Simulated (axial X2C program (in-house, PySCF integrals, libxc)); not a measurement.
## Ionising CsO

Calculated with an in-house relativistic program for diatomic molecules, spin-free (one-electron X2C) or two-component (2c: spin–orbit coupling with atomic mean-field Coulomb and Gaunt terms, which also bring small scalar terms), in Dyall basis sets with cores contracted in-house; open shells are unrestricted.

Basis sets: Cs dyall-cv3z, O dyall-av3z. Frozen shells (counts by l): CsO Cs 4s3p2d, O 1s, 15 electrons correlated; CsO⁺ Cs 4s3p2d, O 1s, 14 electrons correlated. Coupled cluster in natural virtuals with an MP2 remainder. Where the outer core of a metal is frozen, bonds come out longer and ionisation energies lower.

```json
{"Hamiltonian": "spin-free", "level": "HF", "CsO state": "M_S = 1/2, Λ = 0", "Re (Å)": "2.417", "ωe (cm⁻¹)": "340.4", "De (eV)": "1.23"}
{"Hamiltonian": "spin-free", "level": "PBE0", "CsO state": "M_S = 1/2, Λ = 0", "Re (Å)": "2.283", "ωe (cm⁻¹)": "358.8", "De (eV)": "3.17"}
{"Hamiltonian": "spin-free", "level": "MP2", "CsO state": "M_S = 1/2, Λ = 0", "Re (Å)": "2.325", "ωe (cm⁻¹)": "351.7", "De (eV)": "3.15"}
{"Hamiltonian": "2c", "level": "HF", "CsO state": "Ω = 1/2", "Re (Å)": "2.416", "ωe (cm⁻¹)": "340.5", "De (eV)": "1.23"}
{"Hamiltonian": "2c", "level": "PBE0", "CsO state": "Ω = 1/2", "Re (Å)": "2.281", "ωe (cm⁻¹)": "359.1", "De (eV)": "3.18"}
{"Hamiltonian": "2c", "level": "MP2", "CsO state": "Ω = 1/2", "Re (Å)": "2.323", "ωe (cm⁻¹)": "351.8", "De (eV)": "3.15"}
{"Hamiltonian": "2c", "level": "CCSD", "CsO state": "Ω = 1/2", "Re (Å)": "2.335", "ωe (cm⁻¹)": "351.6", "De (eV)": "2.94"}
{"Hamiltonian": "2c", "level": "CCSD(T)", "CsO state": "Ω = 1/2", "Re (Å)": "2.326", "ωe (cm⁻¹)": "352.0", "De (eV)": "3.02"}
```

Adiabatic ionisation energy (minimum to minimum, no zero-point term) and constants of CsO⁺:

```tsv
Hamiltonian	level	CsO⁺ state	IE (eV)	Re (Å)	ωe (cm⁻¹)	De (eV)	fragments
spin-free	HF	M_S = 1, Λ = 0	4.62	3.547	71.2	0.09	Cs+ + O
spin-free	PBE0	M_S = 1, Λ = 0	6.94	3.373	86.9	0.13	Cs+ + O
spin-free	MP2	M_S = 1, Λ = 0	6.85	3.398	87.4	0.12	Cs+ + O
2c	HF	Ω = 1	4.62	3.548	71.2	0.09	Cs+ + O
2c	PBE0	Ω = 1	6.95	3.373	86.9	0.13	Cs+ + O
2c	MP2	Ω = 1	6.85	3.399	87.3	0.12	Cs+ + O
2c	CCSD	Ω = 1	6.62	3.411	86.7	0.13	Cs+ + O
2c	CCSD(T)	Ω = 1	6.76	3.399	88.3	0.11	Cs+ + O
```

Problem. Add the zero-point terms to the ionisation energy at CCSD(T), 2c, and say whether the electron removed was bonding.

Solution. IE0 = IE + (ωe⁺ − ωe)/2 = 6.76 + (-0.016) = 6.74 eV. Re changes by 1.073 Å, but the two determinants differ by more than one electron in one block, so no single orbital tells the change.

Problem. Close the cycle De(CsO⁺) + IE(CsO) = De(CsO) + IE(Cs) to find the atomic ionisation energy at CCSD(T), 2c.

Solution. IE(Cs) = 0.11 + 6.76 − 3.02 = 3.85 eV, for the determinants used.

Each entry is the lowest single determinant of a limited PBE0 search at one distance. De goes to single-determinant-based atoms at the same level (for ions the charge split of lowest energy) and is withheld (n/a) where an atom does not fit its ground term or J level. Main or longest-lived isotopes. One determinant is a doubtful description, or other states lie close, for CsO, CsO⁺; these need not be ground states, and all values refer to the states named. Some open-shell Ω = 0 determinants are out of reach, so the Ω given for CsO⁺ need not be the lowest component. With several unpaired electrons the Ω given is that of one determinant, not necessarily of the lowest component. Some light 2c atoms are not at their ground J level, so De misses part of their lowering (0.04 eV or less). The functionals have no current term, which raises determinants with orbital currents.
